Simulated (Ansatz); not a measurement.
Geometry optimisation, RKS r2SCAN-D4/6-31G* (Ansatz).

Input:

```yaml
crystal:
  periodic: [false, false, false]
  atoms:
    - { symbol: B, position_ang: [0.340422, 0.532893, -0.088399] }
    - { symbol: O, position_ang: [-0.499208, -0.425306, 2.180806] }
    - { symbol: H, position_ang: [-1.444025, -0.447709, 1.968491] }
    - { symbol: F, position_ang: [1.41871, -0.226494, -0.263249] }
    - { symbol: H, position_ang: [-0.70264, 0.17625, -0.565239] }
    - { symbol: P, position_ang: [0.482388, 2.235802, 0.789796] }
    - { symbol: H, position_ang: [1.824032, 2.564635, 0.45412] }
    - { symbol: H, position_ang: [-0.128022, 3.026412, -0.220179] }
    - { symbol: H, position_ang: [-0.366657, 0.481917, 2.547854] }
basis:
  gaussian: { orbitals: "6-31G*" }
hamiltonian:
  xc: r2scan
  dispersion: d4
relax:
  f_tol: 0.03
  max_steps: 50
output:
  orbitals: {}
```

Command:

```bash
$ ansatz run input.yaml --threads 2 --pin off --max-ram 3072MiB --backend cpu --events-out ev --progress --plain --runs-dir out
```

Q: Where does it end, and by what steps?

A: It converged. After 10 steps the energy has fallen by 0.189 eV; O2 moved furthest, 0.42 Å.

```
step  energy less start (eV)  largest force component (eV/Å)  accepted
   0                  0.0000                           0.693       yes
   1                  0.0498                           1.860        no
   2                 -0.0350                           0.541       yes
   3                 -0.0733                           0.480       yes
   4                 -0.1355                           0.576       yes
   5                 -0.1284                           1.074        no
   6                 -0.1785                           0.315       yes
   7                 -0.1844                           0.302       yes
   8                 -0.1873                           0.118       yes
   9                 -0.1886                           0.036       yes
  10                 -0.1887                           0.018       yes
```

```xyz
9
Properties=species:S:1:pos:R:3
B 0.221 0.450 0.250
O -0.376 -0.276 1.813
H -1.325 -0.451 1.694
F 1.332 -0.287 0.016
H -0.761 0.222 -0.419
P 0.513 2.323 0.852
H 1.810 2.513 0.306
H -0.175 2.994 -0.194
H -0.314 0.430 2.485
```

Run time: 27 s on 2 threads of Arm Neoverse V2 (shared host), peak memory 0.18 GiB.
